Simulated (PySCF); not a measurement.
Ge(OMe)(SiH3) (CH₆GeOSi), SMILES [O]([Ge][SiH3])C (connectivity only; charge and spin as stated), neutral, multiplicity 1.

Geometry: B3LYP-D3(BJ)/def2-SVP. The structure was generated by enumeration; whether it is a known compound was not checked. Other conformers were not sampled.

Two levels are set side by side: TDA-PBE/def2-SVPD (PySCF) and TDA-CAM-B3LYP/def2-SVPD (PySCF). Vertical, same geometry. The lowest singlet is HOMO→LUMO 99 % with PBE and HOMO→LUMO 99 % with the other functional; states are paired by order. Differences are taken from unrounded values.

```
quantity                               TDA-CAM-B3LYP  TDA-PBE  TDA-PBE minus TDA-CAM-B3LYP
-------------------------------------  -------------  -------  ---------------------------
lowest singlet excitation (eV)                  2.43     2.39                        -0.03
lowest triplet excitation (TDA) (eV)            1.58     1.63                         0.05
first bright state (f over 0.05) (eV)           5.72     4.86                        -0.85
its oscillator strength                         0.08     0.08                         0.00
```

Rough cost on one machine, each run with all the roots and properties that it gave: TDA-CAM-B3LYP against TDA-PBE about 3 times.
